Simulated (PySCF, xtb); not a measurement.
Se(F)4 cation (F4Se), SMILES F[Se](F)(F)F (connectivity only; charge and spin as stated), charge +1, multiplicity 2. Atoms are numbered in the order given.

```xyz
5

Se     0.0000     0.0000     0.2051
F     -1.2805     0.0000    -0.8573
F      0.0000    -1.7179     0.4698
F      1.2805     0.0000    -0.8573
F      0.0000     1.7179     0.4698
```
Charge +1, spin multiplicity 2.

Geometry: PBE0-D3(BJ)/def2-SVP. The spin state was assumed, not searched. The isomer is the one that the SMILES or the coordinates give; other isomers of the formula were not compared.

These are PySCF with C-PCM-M06-2X/def2-SVP values and carry that method's errors.

The values are the electrostatic part of the solvation free energy, E(continuum) − E(gas) at the gas-phase geometry, in a cavity of scaled van der Waals radii (PySCF's table); cavitation and dispersion terms are not included.

Computed values in water (ε = 78.36), dichloromethane (ε = 8.93), dimethylsulfoxide (ε = 46.83):
```
solvent                ε  ΔG(elec) (kcal/mol)
-----------------  -----  -------------------
water              78.36                -70.1
dichloromethane     8.93                -63.0
dimethylsulfoxide  46.83                -69.5
```

For comparison, GFN2-xTB/ALPB(water) (xtb, at the GFN2-xTB geometry, all terms of that model) gives -63.7 kcal/mol.
